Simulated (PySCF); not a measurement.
A PySCF script (with the pyscf-properties extension) for the NMR shieldings of `C(=C(\[SiH2]C#C)C=C)/SC`, C₇H₁₀SSi, on a GFN2-xTB geometry:

```python
import basis_set_exchange as bse
import numpy as np
from pyscf import gto, dft
from pyscf.prop import nmr

atoms = """
C     3.631564    0.204706    1.584451
C     2.807836    0.580068    0.793255
Si    1.546050    1.159856   -0.431668
C     0.107042   -0.065934   -0.481107
C     0.309238   -1.438950   -0.892203
C     1.478830   -1.984883   -1.206463
C    -1.120042    0.364488   -0.148683
S    -2.580100   -0.606835   -0.154437
C    -3.778117    0.648987    0.384849
H     4.350705   -0.123668    2.279245
H     2.179158    1.270076   -1.752499
H     1.050673    2.468738    0.017642
H    -0.592153   -2.042097   -0.934826
H     1.555996   -3.016369   -1.505167
H     2.399570   -1.426997   -1.167022
H    -1.299945    1.382209    0.160662
H    -3.802252    1.464197   -0.332815
H    -3.507413    1.011255    1.372492
H    -4.746442    0.160403    0.421995
"""
names = dict.fromkeys(["C", "Si", "S", "H"], "pcSseg-1")
basis = {el: gto.basis.parse(bse.get_basis(n, elements=[el], fmt="nwchem")) for el, n in names.items()}
mol = gto.M(atom=atoms, basis=basis, charge=0, verbose=0)
mf = dft.RKS(mol, xc="PBE0")
mf.grids.level = 2
mf.grids.alignment = dft.numint.BLKSIZE   # the property module wants whole blocks of grid points
mf.conv_tol = 1e-9
mf.kernel()

calc = nmr.RKS(mf)   # GIAO
C = mf.mo_coeff
Co = C[:, mf.mo_occ > 0]
resp = mf.gen_response(singlet=True, hermi=2)
def vind(x):   # induced exchange potential for any number of trial vectors
    d = np.einsum("pi,xij,qj->xpq", C, 2 * x.reshape(-1, C.shape[1], Co.shape[1]), Co, optimize=True)
    return np.einsum("xpq,pi,qj->xij", resp(d - d.transpose(0, 2, 1)), C, Co, optimize=True).ravel()
mo1, _ = nmr.rhf.solve_mo1(calc, with_cphf=vind)
sigma = calc.kernel(mo1)
for i, s in enumerate(sigma):   # ppm
    w = np.linalg.eigvalsh((s + s.T) / 2)
    print("%2d %-2s iso %8.1f  s11 %8.1f  s22 %8.1f  s33 %8.1f" % (i, mol.atom_pure_symbol(i), w.mean(), *w))
```

Problem. Give the expected output.

Solution. 
```
 0 C  iso     82.0  s11     -1.7  s22      2.5  s33    245.0
 1 C  iso    100.2  s11      2.9  s22      8.0  s33    289.8
 2 Si iso    418.4  s11    378.1  s22    425.2  s33    451.9
 3 C  iso     55.2  s11    -33.3  s22     36.9  s33    162.0
 4 C  iso     45.0  s11    -71.1  s22     49.0  s33    156.9
 5 C  iso     62.1  s11    -40.3  s22     64.2  s33    162.5
 6 C  iso     32.6  s11    -61.7  s22     47.0  s33    112.5
 7 S  iso    469.5  s11    269.0  s22    465.7  s33    673.9
 8 C  iso    165.5  s11    145.3  s22    163.2  s33    187.9
 9 H  iso     29.7  s11     24.6  s22     24.9  s33     39.7
10 H  iso     26.9  s11     24.1  s22     25.0  s33     31.5
11 H  iso     27.3  s11     23.7  s22     26.7  s33     31.3
12 H  iso     24.7  s11     21.0  s22     22.0  s33     31.2
13 H  iso     26.1  s11     24.2  s22     24.9  s33     29.2
14 H  iso     26.0  s11     23.0  s22     25.3  s33     29.7
15 H  iso     25.6  s11     21.6  s22     23.0  s33     32.0
16 H  iso     29.3  s11     24.3  s22     27.5  s33     36.1
17 H  iso     29.2  s11     24.2  s22     27.5  s33     36.0
18 H  iso     29.7  s11     24.7  s22     26.7  s33     37.6
```

These numbers come from an equivalent density-fitted implementation of the same equations, which agrees with the script to about 0.01 ppm for H and up to a few tenths of a ppm for heavy atoms, so last digits may differ.

Problem. Turn these shieldings into chemical shifts. Referencing at the same level of theory: 13C (σ = 186.93 ppm), 29Si (σ = 349.16 ppm), 1H (σ = 31.72 ppm) vs TMS; CS2 for 33S (σ = 503.73 ppm).

Solution. Averaging equivalent atoms: C 6: 154.3; C 4: 142.0; C 3: 131.7; C 5: 124.8; C 0: 105.0; C 1: 86.7; C 8: 21.5; Si 2: -69.2; S 7: 34; H 12: 7.00; H 15: 6.17; H 14: 5.73; H 13: 5.64; H 10/11: 4.66; H 16/17/18: 2.33; H 9: 1.98 ppm. 

Size and cost of the density-fitted run: 217 basis functions, 45 s wall time on 1 thread of an Arm Neoverse V2, shared host; peak memory 0.89 GiB.
